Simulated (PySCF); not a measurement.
C5H4N (SMILES [c]1ccccn1), doublet (typed; the unrestricted solution is spin-contaminated), at a GFN2-xTB geometry, with bond 8-4 at 1.25 times its length; HF/3-21G (PySCF).

Here is a job for PySCF.
```python
from pyscf import gto, scf

mol = gto.M(
    atom='''
N    -0.009646    0.061766    1.393124
C     0.010521    0.055636   -1.321519
C     0.008431    1.160032    0.736522
C    -0.019021   -1.107854    0.767670
C    -0.009113   -1.142198   -0.616401
C     0.019967    1.266558   -0.639064
H     0.018514    0.049613   -2.403086
H    -0.038099   -2.223495    1.530522
H    -0.016590   -2.088167   -1.136254
H     0.035170    2.213512   -1.153731
''',
    basis='3-21g',
    charge=0,
    spin=1,
    verbose=4,
)

mf = scf.UHF(mol)
mf.kernel()
mo_i, mo_e, stable_i, stable_e = mf.stability(internal=True, external=True, return_status=True, nroots=6, tol=1e-6)
print('internally stable:', stable_i, ' externally stable:', stable_e)
if not stable_i:
    umf = mf.copy()
    umf.scf_summary = {}
    umf.kernel(umf.make_rdm1(mo_i, mf.mo_occ))
mf.analyze()
```

What the program printed (banner, timings and long lists left out):

```
PySCF version 2.14.0

[INPUT] verbose = 4
[INPUT] num. atoms = 10
[INPUT] num. electrons = 41
[INPUT] charge = 0
[INPUT] spin (= nelec alpha-beta = 2S) = 1
[INPUT] symmetry False subgroup None
[INPUT] Mole.unit = angstrom
[INPUT] Symbol           X                Y                Z      unit          X                Y                Z       unit  Magmom
[...]
nuclear repulsion = 197.769285669359
number of shells = 38
number of NR pGTOs = 102
number of NR cGTOs = 62
basis = 3-21g
ecp = {}

******** <class 'pyscf.scf.uhf.UHF'> ********
method = UHF
initial guess = minao
damping factor = 0
level_shift factor = 0
DIIS = <class 'pyscf.scf.diis.CDIIS'>
diis_start_cycle = 1
diis_space = 8
diis_damp = 0
SCF conv_tol = 1e-09
SCF conv_tol_grad = None
SCF max_cycles = 50
direct_scf = True
direct_scf_tol = 1e-13
number electrons alpha = 21  beta = 20
Set gradient conv threshold to 3.16228e-05
init E= -246.2421306807

cycle= 1 E= -244.535654642549  delta_E= 1.71  |g|= 0.316  |ddm|= 2.58
cycle= 2 E= -244.615772572523  delta_E= -0.0801  |g|= 0.128  |ddm|=  0.6
cycle= 3 E= -244.626977182166  delta_E= -0.0112  |g|= 0.0548  |ddm|= 0.242
cycle= 4 E= -244.630320632298  delta_E= -0.00334  |g|= 0.0228  |ddm|= 0.11
cycle= 5 E= -244.631244110136  delta_E= -0.000923  |g|= 0.0144  |ddm|= 0.0473
cycle= 6 E= -244.631983328478  delta_E= -0.000739  |g|= 0.0107  |ddm|= 0.0481
cycle= 7 E= -244.632406706329  delta_E= -0.000423  |g|= 0.00984  |ddm|= 0.0298
cycle= 8 E= -244.632771520008  delta_E= -0.000365  |g|= 0.00984  |ddm|= 0.0248
cycle= 9 E= -244.632647093057  delta_E= 0.000124  |g|= 0.00975  |ddm|= 0.0081
cycle= 10 E= -244.631534091667  delta_E= 0.00111  |g|= 0.00867  |ddm|= 0.0781
cycle= 11 E= -244.628936124894  delta_E= 0.0026  |g|= 0.00667  |ddm|= 0.265
cycle= 12 E= -244.628517661783  delta_E= 0.000418  |g|= 0.00629  |ddm|= 0.0607
cycle= 13 E= -244.625159665562  delta_E= 0.00336  |g|= 0.0151  |ddm|= 0.304
cycle= 14 E= -244.632231566147  delta_E= -0.00707  |g|= 0.00966  |ddm|= 0.675
cycle= 15 E= -244.633574671495  delta_E= -0.00134  |g|= 0.0116  |ddm|= 0.0888
cycle= 16 E= -244.631769804134  delta_E= 0.0018  |g|= 0.00976  |ddm|= 0.121
cycle= 17 E= -244.630538042522  delta_E= 0.00123  |g|= 0.00921  |ddm|= 0.101
cycle= 18 E= -244.630171607947  delta_E= 0.000366  |g|= 0.00931  |ddm|= 0.0357
cycle= 19 E= -244.630634227538  delta_E= -0.000463  |g|= 0.00944  |ddm|= 0.0438
cycle= 20 E= -244.630969526211  delta_E= -0.000335  |g|= 0.0104  |ddm|= 0.0307
cycle= 21 E= -244.630737793023  delta_E= 0.000232  |g|= 0.00995  |ddm|= 0.0209
cycle= 22 E= -244.627029055392  delta_E= 0.00371  |g|= 0.0139  |ddm|= 0.434
cycle= 23 E= -244.62880319746  delta_E= -0.00177  |g|= 0.0108  |ddm|= 0.221
cycle= 24 E= -244.629636363027  delta_E= -0.000833  |g|= 0.00658  |ddm|= 0.101
cycle= 25 E= -244.629031787089  delta_E= 0.000605  |g|= 0.00597  |ddm|= 0.0788
cycle= 26 E= -244.628666167887  delta_E= 0.000366  |g|= 0.00579  |ddm|= 0.052
cycle= 27 E= -244.628904051204  delta_E= -0.000238  |g|= 0.00595  |ddm|= 0.0343
cycle= 28 E= -244.628291456523  delta_E= 0.000613  |g|= 0.00582  |ddm|= 0.0884
cycle= 29 E= -244.628812594745  delta_E= -0.000521  |g|= 0.00564  |ddm|= 0.0749
cycle= 30 E= -244.62946677172  delta_E= -0.000654  |g|= 0.00565  |ddm|= 0.0883
cycle= 31 E= -244.628642487926  delta_E= 0.000824  |g|= 0.0051  |ddm|= 0.114
cycle= 32 E= -244.626121296976  delta_E= 0.00252  |g|= 0.0107  |ddm|= 0.265
cycle= 33 E= -244.629322980146  delta_E= -0.0032  |g|= 0.00536  |ddm|= 0.359
cycle= 34 E= -244.629131797029  delta_E= 0.000191  |g|= 0.00504  |ddm|= 0.0258
cycle= 35 E= -244.629177238148  delta_E= -4.54e-05  |g|= 0.00505  |ddm|= 0.00623
cycle= 36 E= -244.629838020069  delta_E= -0.000661  |g|= 0.00597  |ddm|= 0.0821
cycle= 37 E= -244.63043390398  delta_E= -0.000596  |g|= 0.00709  |ddm|= 0.0631
cycle= 38 E= -244.629028394606  delta_E= 0.00141  |g|= 0.00516  |ddm|= 0.166
cycle= 39 E= -244.628112990608  delta_E= 0.000915  |g|= 0.00569  |ddm|= 0.13
[...]
SCF not converged.
<class 'pyscf.scf.uhf.UHF'> wavefunction is stable in the internal stability analysis
<class 'pyscf.scf.uhf.UHF'> wavefunction is stable in the real -> complex stability analysis
<class 'pyscf.scf.uhf.UHF'> wavefunction has an UHF/UKS -> GHF/GKS instability
internally stable: True  externally stable: False
Total Energy =                        -244.627887722847987
[...]
One-electron Energy =                 -720.996642153267430
Two-electron Energy =                  278.599468761060621
Two-electron Coulomb Energy =          312.341909566282254
DFT Exchange-Correlation Energy =      -33.742440805221634
**** MO energy ****
                             alpha | beta                alpha | beta
[...]
To work with the spin densities directly, `use mulliken_meta_spin()` only printing them here.

 ** Mulliken spin pop alpha/beta on meta-lowdin orthogonal AOs **
 ** Mulliken Spin Density (per AO)  **
spin_pop of  0 N 1s        0.00000
spin_pop of  0 N 2s        0.04669
spin_pop of  0 N 3s        0.00026
spin_pop of  0 N 2px       0.22602
spin_pop of  0 N 2py       0.00768
spin_pop of  0 N 2pz       0.05484
spin_pop of  0 N 3px       0.00056
spin_pop of  0 N 3py       0.00035
spin_pop of  0 N 3pz      -0.00010
spin_pop of  1 C 1s        0.00000
spin_pop of  1 C 2s       -0.02417
spin_pop of  1 C 3s        0.00034
spin_pop of  1 C 2px      -0.28040
spin_pop of  1 C 2py      -0.00845
spin_pop of  1 C 2pz      -0.01742
spin_pop of  1 C 3px      -0.00164
spin_pop of  1 C 3py       0.00024
spin_pop of  1 C 3pz       0.00014
spin_pop of  2 C 1s       -0.00001
spin_pop of  2 C 2s        0.17162
spin_pop of  2 C 3s        0.00238
spin_pop of  2 C 2px      -0.16897
spin_pop of  2 C 2py       0.43253
spin_pop of  2 C 2pz       0.21662
spin_pop of  2 C 3px      -0.00082
spin_pop of  2 C 3py       0.00237
spin_pop of  2 C 3pz      -0.00094
spin_pop of  3 C 1s        0.00000
spin_pop of  3 C 2s       -0.02686
spin_pop of  3 C 3s        0.00022
spin_pop of  3 C 2px      -0.29167
spin_pop of  3 C 2py      -0.00554
spin_pop of  3 C 2pz      -0.01746
spin_pop of  3 C 3px      -0.00113
spin_pop of  3 C 3py       0.00032
spin_pop of  3 C 3pz       0.00035
spin_pop of  4 C 1s       -0.00000
spin_pop of  4 C 2s        0.02598
spin_pop of  4 C 3s       -0.00027
spin_pop of  4 C 2px       0.25569
spin_pop of  4 C 2py       0.01787
spin_pop of  4 C 2pz       0.02400
spin_pop of  4 C 3px       0.00153
spin_pop of  4 C 3py      -0.00012
spin_pop of  4 C 3pz      -0.00019
spin_pop of  5 C 1s       -0.00000
spin_pop of  5 C 2s        0.02730
spin_pop of  5 C 3s       -0.00012
spin_pop of  5 C 2px       0.25946
spin_pop of  5 C 2py       0.01341
spin_pop of  5 C 2pz       0.02763
spin_pop of  5 C 3px       0.00140
spin_pop of  5 C 3py       0.00031
spin_pop of  5 C 3pz       0.00071
spin_pop of  6 H 1s        0.02742
spin_pop of  6 H 2s       -0.00027
spin_pop of  7 H 1s        0.03355
spin_pop of  7 H 2s       -0.00022
spin_pop of  8 H 1s       -0.01688
spin_pop of  8 H 2s        0.00022
spin_pop of  9 H 1s       -0.01684
spin_pop of  9 H 2s        0.00049
 ** Mulliken Spin Density (per atom)  **
spin density of  0 N =      0.33629
spin density of  1 C =     -0.33135
spin density of  2 C =      0.65478
spin density of  3 C =     -0.34177
spin density of  4 C =      0.32448
spin density of  5 C =      0.33010
spin density of  6 H =      0.02716
spin density of  7 H =      0.03332
spin density of  8 H =     -0.01666
spin density of  9 H =     -0.01635
 ** Mulliken pop alpha/beta on meta-lowdin orthogonal AOs **
 ** Mulliken pop       alpha | beta **
In total            21.00000 | 20.00000
 ** Mulliken atomic charges   ( Nelec_alpha | Nelec_beta ) **
charge of  0N =     -0.23382  (     3.78505      3.44876 )
charge of  1C =     -0.06114  (     2.86490      3.19625 )
charge of  2C =      0.08822  (     3.28328      2.62850 )
charge of  3C =      0.05749  (     2.80037      3.14214 )
charge of  4C =     -0.14043  (     3.23246      2.90798 )
charge of  5C =     -0.14006  (     3.23508      2.90498 )
charge of  6H =      0.11460  (     0.45628      0.42912 )
charge of  7H =      0.07872  (     0.47730      0.44398 )
charge of  8H =      0.11520  (     0.43407      0.45073 )
charge of  9H =      0.12122  (     0.43121      0.44756 )
Dipole moment(X, Y, Z, Debye):  0.01115, -0.85001, -2.86315
```

Convergence was not reached.
